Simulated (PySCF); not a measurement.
Species: C3H3, charge 0, multiplicity 2. It need not be the lowest isomer of its formula. SMILES: [CH]1[CH][CH]1
Structure (B3LYP-D3(BJ)/def2-TZVP (Ansatz) minimum search):
```
C
C 1 1.3078
H 2 1.0759 1 148.33
H 1 1.0759 2 148.33 3 0.00
C 1 1.4553 4 148.36 2 -178.51
H 5 1.0890 1 129.57 4 -66.31
```
Charge 0, spin multiplicity 2.

Dispersion corrections to the total energy (kcal/mol) from the dftd3 and dftd4 libraries through PySCF: D3(BJ) without and D4 with the three-body term, each with the damping fitted for the functional named.

```csv
functional,D3(BJ),D4
CAM-B3LYP,?,-1.38
PBE0,?,-1.40
B2GP-PLYP,-1.09,-0.68
PW6B95,?,-1.59
BLYP,-4.03,-4.01
BP86,-2.83,-2.17
TPSSh,-2.09,-2.10
```

Task: Complete the blanks.

Result: 
- CAM-B3LYP, D3(BJ): -1.33
- PBE0, D3(BJ): -1.56
- PW6B95, D3(BJ): -0.83
